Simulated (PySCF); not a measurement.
HO3S, SMILES O=S(=O)=[OH+], charge +1. Geometry: PBE0-D3(BJ)/def2-SVP. The isomer is the one that the SMILES or the coordinates give; other isomers of the formula were not compared.

Computed equilibrium geometry at PBE0-D3(BJ)/def2-SVP (PySCF confirms it by a frequency run) as Cartesian coordinates in Å, and its point group:
point group Cs.
```xyz
5

O     -1.3728    -0.5188     0.0000
S     -0.0903     0.0887     0.0000
O      0.3292     1.4385     0.0000
O      1.1131    -0.8683     0.0000
H      0.8876    -1.8312     0.0000
```
Charge +1, spin multiplicity 1.
